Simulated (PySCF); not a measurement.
# What builds the second ionisation energy along the halogens

All values are computed (PySCF 2.14, energy differences of UHF-based or UKS calculations, no spin-orbit coupling). Each column adds one step, in eV (sums use unrounded values): valence MP2, valence CCSD, valence triples, then the next inner shell at CCSD(T) (F 1s, Cl 2s 2p, Br 3s 3p 3d, I 4s 4p 4d). References (NIST) marked * lie between the lowest fine-structure levels; the others compare directly ((s) semi-empirical, (t) theoretical).

| element | UHF | + MP2 | + CCSD | + (T) | + inner shell | sum | reference |
| --- | --- | --- | --- | --- | --- | --- | --- |
| F [He] 2s2 2p4 → [He] 2s2 2p3 (aug-cc-pwCVDZ, non-relativistic) | 33.329 | 0.928 | 0.007 | 0.021 | 0.016 | 34.300 | 34.950 |
| Cl [Ne] 3s2 3p4 → [Ne] 3s2 3p3 (aug-cc-pwCVDZ, non-relativistic) | 22.531 | 0.535 | 0.020 | 0.018 | 0.009 | 23.112 | 23.771 |
| Br [Ar] 3d10 4s2 4p4 → [Ar] 3d10 4s2 4p3 (aug-cc-pwCVDZ-PP with ECP10MDF, ECP) | 20.163 | 0.471 | 0.031 | 0.015 | 0.061 | 20.741 | 21.409 |
| I [Kr] 4d10 5s2 5p4 → [Kr] 4d10 5s2 5p3 (aug-cc-pwCVDZ-PP with ECP28MDF, ECP) | 17.607 | 0.403 | 0.036 | 0.013 | 0.074 | 18.132 | 18.750 |

Double-zeta sets recover only part of the correlation energy.

What remains against the references is mostly basis incompleteness.

What share of the correlation contribution for I comes from the inner shell?

The four steps add to 0.526 eV, of which the inner shell gives 0.074 eV, or 14 %.
